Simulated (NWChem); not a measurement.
# Si2NH6OF; SMILES N[Si@H](O[SiH3])F

```xyz
11

N      1.2885    -1.3249     0.4339
Si    -0.0854    -0.9856    -0.5241
F     -1.3356    -1.5815     0.3158
O     -0.2299     0.6397    -0.7200
Si     0.0176     2.0259     0.1723
H      2.2148    -1.0062     0.1761
H      1.3227    -2.1579     1.0099
H     -0.1665    -1.5782    -1.8777
H      1.4786     2.3279     0.2516
H     -0.5270     1.8779     1.5538
H     -0.6762     3.1456    -0.5224
```
Atoms are numbered in this order, from 1.

All runs: NWChem. Geometry: optimised at PBE0/def2-SVP. GIAO values for the isolated, static molecule; σ is the absolute isotropic shielding, δ = σ(reference) − σ with the isolated reference molecule computed at the same levels (19F: trichlorofluoromethane, 1H: tetramethylsilane, 17O: water, 29Si: tetramethylsilane).

For level PBE0/pcSseg-1:

```
Item                      Value
-----------------------  ------
δ Si2 (ppm)               -45.0
δ F3 (ppm)               -147.9
δ O4 (ppm)                 55.6
δ H8 (ppm)                 4.77
δ H9 (rotor mean) (ppm)    5.03
```

Question: Estimate the same quantities for level LDA (Slater exchange, VWN5)/pcSseg-1.

Answer: 
- δ Si2 (ppm) = -40.0
- δ F3 (ppm) = -161.5
- δ O4 (ppm) = 76.5
- δ H8 (ppm) = 5.29
- δ H9 (rotor mean) (ppm) = 5.49
